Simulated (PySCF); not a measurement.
**Spin states of KNa⁺**

Unrestricted PBE0; PySCF, no relativity, basis sets K 6-31G(d,p), Na 6-31G(d,p). Outer shells of the fragments: K+ closed shells only; Na 3s1.

Followed along the bond (rough minima from three points):

```json
{"2Ms+1": "2", "unpaired": "σ ↑", "⟨S²⟩ at the start": "0.75", "R at minimum (Å)": "4.11", "Te (eV)": "0.00"}
```

Solutions found at the starting distance of 3.620 Å, counted from the lowest of them; the search is not exhaustive and high or unbound solutions are not listed, so other states can lie among these:

```tsv
2Ms+1	unpaired	term	E (eV)	⟨S²⟩	⟨Lz²⟩	μ (D)
2	σ ↑	²Σ⁺	0.00	0.75	0.00	-0.23
2	π ↑	²Π	2.45	0.75	1.00	0.07
2	δ ↑	²Δ	4.61	0.75	4.00	10.53
```

A term symbol is given only where ⟨S²⟩ and ⟨Lz²⟩ are close to those of a pure state; real π, δ and φ orbitals otherwise mix terms. A positive dipole points towards Na; it is taken about the centre of mass and depends on that origin.

Counting both spins, an empty level lies below a filled one in some of these solutions, because spin and occupation are held.
